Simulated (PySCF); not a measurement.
Compound: C3H12Si3.
Bonds: C1–C2 (double), C2–Si3, Si3–C4, C4–Si5, C4–Si6. Hydrogens: H7, H8 on C1; H9 on C2; H10, H11 on Si3; H12 on C4; H13, H14, H15 on Si5; H16, H17, H18 on Si6.

The closed-shell SCF was solved with PySCF and density fitting under several settings on one GFN2-xTB geometry (grid level 2 and gas phase unless stated).

| settings | basis functions | SCF cycles | E (Eh) | HOMO (eV) | LUMO (eV) | dipole (D) |
| --- | --- | --- | --- | --- | --- | --- |
| PBE0/pcSseg-1 | 183 | 13 | -989.4221 | -7.96 | -0.51 | 0.98 |
| CAM-B3LYP/def2-SVPD | 228 | 12 | -989.5727 | -9.24 | 0.58 | 0.93 |

Estimate the row for these settings: KT2/pcSseg-1.

```
    settings  basis functions  SCF cycles     E (Eh)  HOMO (eV)  LUMO (eV)  dipole (D)
KT2/pcSseg-1              183          16  -999.6628      -6.83      -1.51        0.94
```

Over all rows, what range does the HOMO–LUMO gap span?

From 5.32 eV (KT2/pcSseg-1) to 9.82 eV (CAM-B3LYP/def2-SVPD). The functional of the narrowest has no exact exchange, that of the widest range-separated exact exchange.

And the dipole moment?

From 0.93 D (CAM-B3LYP/def2-SVPD) to 0.98 D (PBE0/pcSseg-1); the largest is 1.05 times the smallest, and the median is 0.94 D.

Cycle counts include a coarse-grid stage where the run had one. KT2 was designed for NMR shieldings or shifts; total energies of different functionals aren't comparable.

The values belong to the conformer `[CH2:1]=[CH:2][SiH2:3][CH:4]([SiH3:5])[SiH3:6]`: C1–C2–Si3–C4 109°, C2–Si3–C4–Si5 175°.
